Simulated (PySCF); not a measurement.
Al(F)(Cl)(NH2) (AlClFH₂N), SMILES [NH2][Al]([F])[Cl].

Coordinates come from a B3LYP-D3(BJ)/def2-SVP optimisation. Other conformers were not sampled.

Method: PySCF with TDA-CAM-B3LYP/def2-SVPD.

Vertical excitations. The molecule is in vacuum. State labels are in the subgroup Cs.

Computed excitation energies, oscillator strengths and character:
| state | symmetry | energy (eV) | λ (nm) | f | main pairs |
|---|---|---|---|---|---|
| S1 | A" | 6.01 | 206 | 0.050 | HOMO→LUMO 95 % |
| S2 | A' | 7.41 | 167 | 0.024 | HOMO−1→LUMO 85 % |
| S3 | A" | 7.58 | 164 | 0.086 | HOMO−2→LUMO 63 %, HOMO→LUMO+2 30 % |
| S4 | A' | 7.70 | 161 | 0.141 | HOMO→LUMO+1 87 % |
| S5 | A" | 7.75 | 160 | 0.010 | HOMO→LUMO+2 63 %, HOMO−2→LUMO 26 % |
| S6 | A" | 8.29 | 150 | 0.001 | HOMO−1→LUMO+1 97 % |
| S7 | A" | 8.46 | 147 | 0.000 | HOMO→LUMO+3 66 %, HOMO→LUMO+5 16 % |
| S8 | A" | 8.65 | 143 | 0.000 | HOMO→LUMO+6 34 %, HOMO→LUMO+5 24 %, HOMO→LUMO+10 19 %, HOMO→LUMO+3 8 % |
| S9 | A' | 8.74 | 142 | 0.069 | HOMO−2→LUMO+1 54 %, HOMO−3→LUMO 36 % |
| S10 | A' | 9.04 | 137 | 0.236 | HOMO−3→LUMO 47 %, HOMO−2→LUMO+1 31 % |
| T1 | A" | 5.56 | 223 | 0 | HOMO→LUMO 90 % |
| T2 | A' | 6.44 | 192 | 0 | HOMO→LUMO+1 94 % |
| T3 | A' | 7.11 | 174 | 0 | HOMO−1→LUMO 85 % |
| T4 | A" | 7.22 | 172 | 0 | HOMO−2→LUMO 77 % |
Triplets are in the Tamm–Dancoff approximation.
